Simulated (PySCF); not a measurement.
## Nuclear quadrupole coupling in `COC1CCP([SiH3])CC1`

C₆H₁₅OPSi.
Cartesian coordinates in Å at the GFN2-xTB level; atoms count from 1:
```
atom  x, y, z in Å
C1    -2.6488   -0.2097    1.2547
O2    -1.4844    0.4198    0.7928
C3    -1.3577    0.4860   -0.6181
C4    -0.8984   -0.8466   -1.2302
C5     0.4464   -1.2962   -0.6672
P6     1.7716   -0.1072   -1.2093
Si7    3.3844   -0.6123    0.2552
C8     1.0067    1.3615   -0.3614
C9    -0.3819    1.6239   -0.9360
H10   -3.5484    0.2690    0.8461
H11   -2.6745   -1.2759    1.0015
H12   -2.6446   -0.1024    2.3384
H13   -2.3405    0.7420   -1.0520
H14   -0.8269   -0.7183   -2.3128
H15   -1.6544   -1.6125   -1.0351
H16    0.6978   -2.2913   -1.0427
H17    0.3919   -1.3353    0.4240
H18    3.9231   -1.9184   -0.1255
H19    2.9459   -0.6767    1.6538
H20    4.4169    0.4166    0.1333
H21    0.9225    1.1855    0.7134
H22    1.6496    2.2293   -0.5282
H23   -0.3251    1.7428   -2.0206
H24   -0.7827    2.5458   -0.5074
```

Field gradients from the PBE0/pcSseg-1 density (PySCF, non-relativistic), principal values in atomic units, ordered |Vxx| ≤ |Vyy| ≤ |Vzz|:

```json
{"atom": "O2", "Vxx": "-0.0288", "Vyy": "-1.9731", "Vzz": "2.0020"}
```

Problem. Find the asymmetry η = (Vxx − Vyy)/Vzz and the couplings χ = eQV/h (234.96 MHz × Q in barn × V in au), with Q(17O) = −0.0256 b.

Solution. 
```json
{"atom": "O2", "environment": "ether oxygen", "nucleus": "17O", "η": "0.97", "χzz (MHz)": "-12.04", "χxx (MHz)": "0.17", "χyy (MHz)": "11.87"}
```

At O2 η is above 0.9: Vyy and Vzz are nearly equal in size and opposite in sign, so a small change could swap them and flip the sign of χzz. 

Problem. What is Vzz at O2 in SI units (1 au = 9.71736 × 10²¹ V/m²)?

Solution. 2.0020 au = 19.454 × 10²¹ V/m².

Problem. And the gradient at the other heavy atoms, for which no coupling is worked out here?

Solution. 
| atom | environment | Vzz (au) | η |
| --- | --- | --- | --- |
| C1 | methoxy carbon | 0.369 | 0.09 |
| C3 | sp3 carbon bound to oxygen | 0.359 | 0.09 |
| C4 | ring CH2 carbon | 0.052 | 0.74 |
| C5 | sp3 carbon bound to phosphorus | 0.085 | 0.85 |
| P6 | three-coordinate phosphorus | -1.160 | 0.24 |
| Si7 | SiH3 silicon | 0.141 | 0.25 |
| C8 | sp3 carbon bound to phosphorus | 0.092 | 0.86 |
| C9 | ring CH2 carbon | -0.064 | 0.62 |

Were the hydrogens deuterons (Q(2H) = 0.00286 b), χzz would run from 108 kHz (H19) to 206 kHz (H22, H16 and H12).

The structure is a single GFN2-xTB conformer in the gas phase; no vibrational or solvent corrections. GFN2-xTB bond lengths can be off by several hundredths of an ångström, more for odd bonds, and the gradients follow them. With a basis this small, the couplings can be 20 % off.
